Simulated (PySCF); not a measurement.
## InTe: energy against distance

Set-up: PySCF, scalar-relativistic core potentials, basis sets In cc-pVDZ-PP with ECP28, Te cc-pVDZ-PP with ECP28. Energies in eV from In + Te in their ground configurations at the same level. All curves are PBE0. state 1: ²Π (doublet), unpaired electrons π ↑; state 2: ²Σ⁺ (doublet), unpaired electrons σ ↑, a second solution, started from another occupation; state 3: quartet, unpaired electrons σ ↑, π ↑↑, a mixture of terms (⟨Lz²⟩ = 2.0), a second solution, started from another occupation.

```
R (Å)  state 1  state 2  state 3
2.466   -1.914   -2.427   0.2945
2.580   -2.326   -2.539  -0.0530
2.695   -2.547   -2.515  -0.2340
2.781   -2.622   -2.441  -0.2985
2.867   -2.642   -2.338  -0.3233
2.953   -2.618   -2.216  -0.3221
3.068   -2.539   -2.039  -0.2977
3.211   -2.389   -1.807  -0.2515
3.383   -2.167   -1.532  -0.1943
3.612   -1.843   -1.186  -0.1320
```

Question: Put a parabola through the three lowest points of the state 1 curve and estimate Re, k and ωe (reduced mass 60.97 u; 1 eV/Å² = 0.16022 mdyn/Å; ωe = 1302.8·√(k/μ) cm⁻¹).

Answer: Through R = 2.781, 2.867, 2.953 Å the second-order coefficient is 2.97 eV/Å², so Re ≈ 2.863 Å, k ≈ 0.953 mdyn/Å and ωe ≈ 163 cm⁻¹. A polynomial fit of higher order to the unrounded PBE0 energies gives Re = 2.859 Å, k = 0.941 mdyn/Å, ωe = 162 cm⁻¹; anharmonicity and rounding make the difference.

The higher-order fit for each curve: state 1: Re = 2.859 Å, ωe = 162 cm⁻¹, De = 2.64 eV; state 2: Re = 2.610 Å, ωe = 200 cm⁻¹, minimum 2.54 eV below the ground-state fragments; state 3: Re = 2.904 Å, ωe = 112 cm⁻¹, minimum 0.325 eV below the ground-state fragments.

Spin–orbit coupling is left out, which matters for elements this heavy, above all for dissociation energies. Counting both spins, an empty level lies below a filled one in some of these solutions, because spin and occupation are held. The state is the lowest determinant that a PBE0 search found; another state may lie lower at other levels.
